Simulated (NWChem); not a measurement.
# CdIF; SMILES [F][Cd][I]

All runs: NWChem. Coordinates come from a PBE0/def2-SVP optimisation. def2 effective core potentials on Cd, I; no spin-orbit coupling. Vertical excitations in the gas phase.

Q: Predict the results for BHandHLYP/def2-SVP, TDA. Quantities: lowest excitation, singlet (eV); oscillator strength of that lowest state; orbital gap (eV).

A: The lowest excitation, singlet (eV) is 4.70 and the oscillator strength of that lowest state is 0.017. The orbital gap (eV) is 7.39.
